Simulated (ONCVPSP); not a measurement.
**LDA (Perdew-Zunger) ONCV dataset for As (Z = 33), scalar-relativistic all-electron reference.**

Input for ONCVPSP 4.0.1:

```
# ATOM AND REFERENCE CONFIGURATION
# atsym  z   nc   nv     iexc    psfile
  As 33.00    6    2        3      upf
#
#   n    l    f
    1    0    2.00
    2    0    2.00
    2    1    6.00
    3    0    2.00
    3    1    6.00
    3    2   10.00
    4    0    2.00
    4    1    3.00
#
# PSEUDOPOTENTIAL AND OPTIMIZATION
# lmax
    1
#
#   l,   rc,      ep,       ncon, nbas, qcut
    0    1.60    0.00    4    8    4.90
    1    1.90    0.00    4    7    3.90
#
# LOCAL POTENTIAL
# lloc, lpopt,  rc(5),   dvloc0
    4    1    1.30    3.00
#
# VANDERBILT-KLEINMAN-BYLANDER PROJECTORs
# l, nproj, debl
    0    2    2.70
    1    2    2.00
#
# MODEL CORE CHARGE
# icmod, fcfact, rcfact
    0    0.00    0.00
#
# LOG DERIVATIVE ANALYSIS
# epsh1, epsh2, depsh
   -2.00    5.00    0.02
#
# OUTPUT GRID
# rlmax, drl
    6.00    0.01
#
# TEST CONFIGURATIONS
# ncnf
    4
# nvcnf
#   n    l    f
    2
    4    0    2.00
    4    1    2.00
#
    2
    4    0    2.00
    4    1    1.00
#
    2
    4    0    2.00
    4    1    0.00
#
    2
    4    0    0.00
    4    1    5.00
#
```

Command:

```bash
oncvpsp.x < As.dat > As.out
```

The program printed (shortened: citation, most of the input echo, consistency checks and plot data are left out):

```
ONCVPSP  (Optimized Norm-Conservinng Vanderbilt PSeudopotential)
scalar-relativistic version 4.0.1

#   n    l    f        energy (Ha)
    1    0    2.00    -4.2992288E+02
    2    0    2.00    -5.4548637E+01
    2    1    6.00    -4.7883678E+01
    3    0    2.00    -6.9639073E+00
    3    1    6.00    -4.9028388E+00
    3    2   10.00    -1.5028075E+00
    4    0    2.00    -5.4031407E-01
    4    1    3.00    -1.9651618E-01

Reference configufation results
  iterations    23
  all-electron total energy (Ha)   -2.25775089D+03

Begin loop to  construct optimized pseudo wave functions
and semi-local pseudopoentials for all angular momenta

   Wellstate for l =  0  n =  6
     eigenvalue =   2.1597
     asymptotic potential =   2.6597
     half-point radius =  3.6284

Calculating optimized projector #   1

 for l=   0

    Fraction of norm inside rc  0.357069
    Optimizing pswf for qcut=   4.91 a_B^-1,  ecut=  12.07 Ha
    Residual kinetic energy error=  2.11D-04 Ha

    Energy error per electron        Cutoff
         Ha          eV             Ha
         0.01000     0.27211        7.39
         0.00100     0.02721       10.30
         0.00010     0.00272       15.80
         0.00001     0.00027       52.85

Calculating optimized projector #   2

 for l=   0

    Fraction of norm inside rc  0.095184
    Optimizing pswf for qcut=   4.91 a_B^-1,  ecut=  12.07 Ha
    Residual kinetic energy error=  6.88D-04 Ha

    Energy error per electron        Cutoff
         Ha          eV             Ha
         0.01000     0.27211        8.59
         0.00100     0.02721       11.61
         0.00010     0.00272       53.33
         0.00001     0.00027       92.03

   Wellstate for l =  1  n =  6
     eigenvalue =   1.8035
     asymptotic potential =   2.3035
     half-point radius =  4.3101

Calculating optimized projector #   1

 for l=   1

    Fraction of norm inside rc  0.304335
    Optimizing pswf for qcut=   3.91 a_B^-1,  ecut=   7.65 Ha
    Residual kinetic energy error=  9.83D-04 Ha

    Energy error per electron        Cutoff
         Ha          eV             Ha
         0.01000     0.27211        2.43
         0.00100     0.02721        7.57
         0.00010     0.00272       31.89
         0.00001     0.00027       40.02

Calculating optimized projector #   2

 for l=   1

    Fraction of norm inside rc  0.118278
    Optimizing pswf for qcut=   3.91 a_B^-1,  ecut=   7.65 Ha
    Residual kinetic energy error=  3.44D-03 Ha

    Energy error per electron        Cutoff
         Ha          eV             Ha
         0.01000     0.27211        4.46
         0.00100     0.02721        9.99
         0.00010     0.00272       24.35
         0.00001     0.00027       50.21

Construct Vanderbilt / Kleinmman-Bylander projectors

B matrix Hermiticity error, ll=   0
   1   2   -1.8478E-04

  Orthonormal projector coefficients  6.3211E+00  7.1049E-01

B matrix Hermiticity error, ll=   1
   1   2   -9.8416E-05

  Orthonormal projector coefficients  3.3957E+00  7.5938E-01

Pseudoatom total energy   -6.186860

Diagnostic tests using Vanderbilt-Kleinman-Bylander pseudopotentials
  1 or more projectors used as specified by nproj input data

   l    rcore       rmatch      e in        delta e   norm test  slope test

   0   1.6030637   1.6517362  -0.5403141  -0.0000034   1.0000419   1.0001148
   0   1.6030637   1.6517362   2.1596859   0.0000014   1.0002983   1.0002983

   1   1.9067433   1.9646361  -0.1965162  -0.0000001   1.0000256   0.9996402
   1   1.9067433   1.9646361   1.8034838   0.0000010   1.0002124   1.0002124

 Testing for bound ghosts
   n   l    E NL Schr. Eq   E Basis Diag.   E Cutoff

   1   0       -0.540317       -0.534539    101.41

   2   1       -0.196516       -0.186208     60.70

 Testing for highly-localized positive-energy ghosts
       l    <radius>/rc     E Basis Diag.   E Cutoff

       0        0.976116        5.694637    101.41  WARNING - GHOST(+)

Test configuration 0

   n   l     f        eae           eps        diff
   1   0  2.0000 -429.92288395
   2   0  2.0000  -54.54863670
   2   1  6.0000  -47.88367816
   3   0  2.0000   -6.96390735
   3   1  6.0000   -4.90283876
   3   2 10.0000   -1.50280753
   4   0  2.0000   -0.54031407   -0.54031746   -3.39D-06
   4   1  3.0000   -0.19651618   -0.19651632   -1.40D-07

    Total energies and differences
      AE_ref= -2.25775089D+03  AE_tst= -2.25775089D+03  dif=  0.00D+00
      PS_ref= -6.18686010D+00  PS_tst= -6.18686010D+00  dif= -3.55D-15
      PSP excitation error=  3.55D-15

Test configuration 1

   n   l     f        eae           eps        diff
   1   0  2.0000 -430.28737773
   2   0  2.0000  -54.91002428
   2   1  6.0000  -48.24549351
   3   0  2.0000   -7.32431191
   3   1  6.0000   -5.26317712
   3   2 10.0000   -1.86229977
   4   0  2.0000   -0.86755104   -0.86722523    3.26D-04
   4   1  2.0000   -0.49775761   -0.49752305    2.35D-04

    Total energies and differences
      AE_ref= -2.25775089D+03  AE_tst= -2.25740819D+03  dif=  3.43D-01
      PS_ref= -6.18686010D+00  PS_tst= -5.84419529D+00  dif=  3.43D-01
      PSP excitation error=  3.54D-05

Test configuration 2

   n   l     f        eae           eps        diff
   1   0  2.0000 -430.72348957
   2   0  2.0000  -55.33967928
   2   1  6.0000  -48.67600234
   3   0  2.0000   -7.75157897
   3   1  6.0000   -5.69025512
   3   2 10.0000   -2.28762097
   4   0  2.0000   -1.24128072   -1.23959337    1.69D-03
   4   1  1.0000   -0.84367331   -0.84248034    1.19D-03

    Total energies and differences
      AE_ref= -2.25775089D+03  AE_tst= -2.25674073D+03  dif=  1.01D+00
      PS_ref= -6.18686010D+00  PS_tst= -5.17725344D+00  dif=  1.01D+00
      PSP excitation error=  5.51D-04

Test configuration 3

   n   l     f        eae           eps        diff
   1   0  2.0000 -431.21965938
   2   0  2.0000  -55.82549793
   2   1  6.0000  -49.16316711
   3   0  2.0000   -8.23322218
   3   1  6.0000   -6.17154560
   3   2 10.0000   -2.76610489
   4   0  2.0000   -1.64866410   -1.64287732    5.79D-03

    Total energies and differences
      AE_ref= -2.25775089D+03  AE_tst= -2.25571028D+03  dif=  2.04D+00
      PS_ref= -6.18686010D+00  PS_tst= -4.14910514D+00  dif=  2.04D+00
      PSP excitation error=  2.86D-03

Test configuration 4

   n   l     f        eae           eps        diff
   1   0  2.0000 -430.04372780
   2   0  2.0000  -54.66618685
   2   1  6.0000  -48.00078909
   3   0  2.0000   -7.08379174
   3   1  6.0000   -5.02214011
   3   2 10.0000   -1.61923811
   4   1  5.0000   -0.24124154   -0.24102083    2.21D-04

    Total energies and differences
      AE_ref= -2.25775089D+03  AE_tst= -2.25704509D+03  dif=  7.06D-01
      PS_ref= -6.18686010D+00  PS_tst= -5.48270899D+00  dif=  7.04D-01
      PSP excitation error=  1.64D-03
```

The run took about 1.8 s on one core of a shared server CPU.
